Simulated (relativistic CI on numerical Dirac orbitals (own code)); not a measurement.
Pt2+: resonant inelastic scattering at the N6,7 edge

Computed with this model: Dirac-Coulomb-Breit CI, KLI orbitals optimised for each configuration, a model potential for QED, valence Slater integrals scaled by 0.9, Kramers-Heisenberg scattering through one core-hole configuration in a parametric crystal field; configurations [Xe] 4f14 5d8 → [Xe] 4f13 5d9; 300 K; core-hole width 0.45 eV; summed over polarisations. Incident energies are the highest absorption maxima for each field (at most a few, so the weaker spin-orbit partner edge can be absent), on the computed scale of the free ion. Intensities are in per cent of the strongest line above 0.02 eV; levels within 1 cm⁻¹ are merged; final levels count from the ground level, the first row holds all elastic scattering, lines under 0.4 are left out and each table stops after 24 rows. The scale of the Slater integrals is a model choice and moves the terms in proportion.

Field parameters in Wybourne normalisation: D4h B²₀ = −7Ds, B⁴₀ = 21(Dq − Dt), B⁴₄ = 21√(5/14) Dq; Oh B⁴₀ = 21Dq, B⁴₄ = √(5/14) B⁴₀. The field is a parameter set, without covalency.

S is read from ⟨S²⟩ = S(S + 1).

Oh, 10Dq = 38650 cm⁻¹:

```tsv
Final level (eV)	Degeneracy	Irrep	S	71.7 eV	75 eV
0.000	3	T2	1.00	427.5	150.7
1.471	2	E	0.09	10.0	2.1
4.599	2	E	0.99	34.4	4.7
4.633	3	T1	0.98	49.6	12.2
4.925	3	T2	0.96	100.0	51.6
5.192	1	A2	1.00	8.1	24.4
5.913	3	T2	0.92	12.6	24.3
6.069	3	T1	0.98	3.0	7.1
6.143	2	E	0.97	0.7	4.8
6.522	3	T2	0.31	19.7	23.7
6.932	3	T1	0.14	2.5	7.2
```

D4h, 10Dq = 23750, Ds = 530, Dt = 400 cm⁻¹:

| Final level (eV) | Degeneracy | Irrep | S | 70.3 eV | 73.6 eV |
| --- | --- | --- | --- | --- | --- |
| 0.000 | 1 | B2 | 0.99 | 602.4 | 97.4 |
| 0.006 | 2 | E | 0.99 | 74.7 | 27.1 |
| 1.196 | 1 | A1 | 0.27 | 13.5 | 0.8 |
| 1.353 | 1 | B1 | 0.28 | 21.8 | 5.7 |
| 2.291 | 1 | A1 | 0.94 | 43.4 | 4.7 |
| 2.293 | 1 | A2 | 0.98 | 44.8 | 6.3 |
| 2.496 | 2 | E | 0.97 | 100.0 | 25.7 |
| 2.665 | 1 | A1 | 0.46 | 1.8 | 0.1 |
| 2.721 | 1 | B1 | 0.95 | 10.5 | 3.5 |
| 2.872 | 1 | B2 | 0.96 | 47.2 | 29.8 |
| 2.970 | 2 | E | 0.95 | 38.7 | 11.8 |
| 3.133 | 1 | B1 | 1.00 | 14.2 | 11.2 |
| 3.668 | 2 | E | 0.95 | 10.2 | 18.5 |
| 3.874 | 1 | B2 | 0.93 | 5.4 | 11.3 |
| 3.884 | 1 | A1 | 0.84 | 0.7 | 2.5 |
| 4.032 | 2 | E | 0.83 | 13.5 | 15.6 |
| 4.061 | 1 | A2 | 0.95 | 1.1 | 5.6 |
| 4.185 | 2 | E | 0.60 | 17.2 | 18.9 |
| 4.265 | 1 | B1 | 0.90 | 0.3 | 2.0 |
| 4.359 | 1 | A1 | 0.83 | 0.7 | 1.0 |
| 4.544 | 1 | B2 | 0.43 | 5.8 | 10.6 |
| 4.685 | 1 | A2 | 0.23 | 1.6 | 3.9 |
| 5.032 | 2 | E | 0.21 | 1.9 | 3.9 |
| 6.043 | 2 | E | 0.97 | 0.3 | 3.3 |

For the first field the strongest loss at the lowest incident energy is the level at 4.92 eV (S = 0.96, against 1.00 in the thermal ground state). Levels of other spin, the first over 8 % at 1.47 eV, appear because spin-orbit coupling of the core hole, and in heavier ions of the valence shell too, mixes spins.
